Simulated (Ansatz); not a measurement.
`OB(Cl)Cl` + SiH₄ → `OB([SiH3])Cl` + HCl at 400 K and 1 bar (formal exchange of groups at a B–Cl bond).

Computed with Ansatz on PBE0-D4/def2-TZVP structures; ΔE is electronic, products minus reactants. CBS: MP2 limit from def2 TZ/QZ plus the TZ coupled-cluster correction, frozen cores. This one scheme is used for every species. One conformer a species, not always the lowest.

```csv
species,CCSD(T)/CBS energy (Eh),H − E (kJ/mol),S (J/(mol·K))
`OB(Cl)Cl`,-1020.26564,77.9,316.2
SiH₄,-291.46306,96.9,218.6
`OB([SiH3])Cl`,-851.31256,146.5,358.6
HCl,-460.38127,29.6,195.4
```

H − E and S are ideal-gas, rigid-rotor, harmonic terms from PBE0-D4/def2-TZVP, for one conformer and one mirror image of each species. 1 Eh = 2625.50 kJ/mol, R = 8.31446 J/(mol·K).

Question: By hand: ΔE, ΔH, ΔS and ΔG.

Answer: ΔE = (-851.31256) + (-460.38127) − (-1020.26564) − (-291.46306) = 0.03487 Eh = 91.6 kJ/mol. Δ(H − E) = 146.5 + 29.6 − 77.9 − 96.9 = 1.3, so ΔH = 92.9 kJ/mol. ΔS = 358.6 + 195.4 − 316.2 − 218.6 = 19.2 J/(mol·K). ΔG = 92.9 − 400 × (19.2)/1000 = 85.2 kJ/mol.

Question: By hand: the equilibrium constant, and the temperature at which ΔG would vanish if ΔH and ΔS stayed fixed.

Answer: log₁₀ K = −ΔG/(RT ln 10) = -11.1. ΔG = 0 at ΔH/ΔS = 4839 K, far beyond where these terms or the molecules hold.

ΔH outweighs TΔS. A doubt of 5 kJ/mol in ΔE shifts log₁₀ K by 0.7 here. Other conformers and mirror images would add mixing entropy, several J/(mol·K) or more a flexible species. Modes under 60 cm⁻¹, often nearly free rotors, make the harmonic entropy too high. These are equilibria of isolated gas molecules and say nothing of rates. Largest T1 diagnostic: 0.013 (customary marks: 0.02 for closed shells, 0.045 for open ones).
